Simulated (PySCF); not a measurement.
A PySCF script (with the pyscf-properties extension) for the NMR shieldings of SMILES CP(C(=C)C)C(C)(C)C, C$_{8}$H$_{17}$P, on a GFN2-xTB geometry:

```python
import basis_set_exchange as bse
import numpy as np
from pyscf import gto, dft
from pyscf.prop import nmr

atoms = """
C     1.995131   -1.829344   -0.065339
C     1.681988   -0.542517   -0.169260
C     2.538477    0.526985    0.436460
P     0.205538   -0.137896   -1.195331
C     0.416484    1.689874   -1.408026
C    -1.167293   -0.206945    0.124558
C    -2.399291    0.471069   -0.474215
C    -0.806533    0.437164    1.458536
C    -1.466252   -1.689979    0.342818
H     1.409065   -2.592311   -0.550931
H     2.845651   -2.172808    0.503905
H     3.317761    0.078564    1.050750
H     3.016846    1.114911   -0.346162
H     1.955897    1.205185    1.056117
H     1.325253    1.854996   -1.984897
H    -0.422571    2.061927   -1.993175
H     0.477564    2.236719   -0.470386
H    -3.269550    0.295199    0.157565
H    -2.609461    0.069412   -1.464769
H    -2.256011    1.545947   -0.559382
H    -1.652626    0.357432    2.141288
H    -0.574254    1.494103    1.345896
H     0.042593   -0.067554    1.914165
H    -1.707149   -2.171815   -0.603425
H    -2.312515   -1.811798    1.017889
H    -0.605788   -2.193906    0.778469
"""
names = dict.fromkeys(["C", "P", "H"], "pcSseg-1")
basis = {el: gto.basis.parse(bse.get_basis(n, elements=[el], fmt="nwchem")) for el, n in names.items()}
mol = gto.M(atom=atoms, basis=basis, charge=0, verbose=0)
mf = dft.RKS(mol, xc="PBE0")
mf.grids.level = 2
mf.grids.alignment = dft.numint.BLKSIZE   # the property module wants whole blocks of grid points
mf.conv_tol = 1e-9
mf.kernel()

calc = nmr.RKS(mf)   # GIAO
C = mf.mo_coeff
Co = C[:, mf.mo_occ > 0]
resp = mf.gen_response(singlet=True, hermi=2)
def vind(x):   # induced exchange potential for any number of trial vectors
    d = np.einsum("pi,xij,qj->xpq", C, 2 * x.reshape(-1, C.shape[1], Co.shape[1]), Co, optimize=True)
    return np.einsum("xpq,pi,qj->xij", resp(d - d.transpose(0, 2, 1)), C, Co, optimize=True).ravel()
mo1, _ = nmr.rhf.solve_mo1(calc, with_cphf=vind)
sigma = calc.kernel(mo1)
for i, s in enumerate(sigma):   # ppm
    print("%2d %-2s %9.2f" % (i, mol.atom_pure_symbol(i), np.trace(s) / 3))
```

Question: Give the expected output.

Answer: 
```
 0 C      53.12
 1 C      31.71
 2 C     161.73
 3 P     336.55
 4 C     179.82
 5 C     153.28
 6 C     158.22
 7 C     162.77
 8 C     156.46
 9 H      26.21
10 H      25.68
11 H      29.73
12 H      29.75
13 H      29.73
14 H      30.81
15 H      30.70
16 H      30.36
17 H      30.79
18 H      30.63
19 H      30.71
20 H      30.95
21 H      30.52
22 H      30.83
23 H      30.64
24 H      30.95
25 H      30.24
```

These numbers come from an equivalent density-fitted implementation of the same equations, which agrees with the script to about 0.01 ppm for H and up to a few tenths of a ppm for heavy atoms, so last digits may differ.

Size and cost of the density-fitted run: 245 basis functions, 61 s wall time on 1 thread of an Arm Neoverse V1, shared host; peak memory 1.1 GiB.
